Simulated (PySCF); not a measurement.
# Electron correlation in Zr⁺ (zirconium, charge +1)

[Kr] 4d2 5s1, high-spin 4F determinant. All numbers are calculated (PySCF 2.14, a scalar-relativistic core potential, in def2-QZVPPD with the def2 core potential (28 electrons) (7s5p4d3f2g, 81 functions)). Frozen: nothing; 11 electrons correlated.

| level | correlation energy (mhartree) |
| --- | --- |
| CCSD | -279.69 |
| (T) | -7.52 |
| CCSD(T) | -287.21 |

Diagnostics: T1 = 0.0097, D1 = 0.0400, largest double amplitude 0.022.

Cost of the coupled-cluster step: about 30 core-seconds, for 11 correlated electrons.

The basis has no tight functions for the innermost shells, so their pair energies are far from complete.

This basis was not built for core-valence correlation, so the inner-shell part is incomplete.
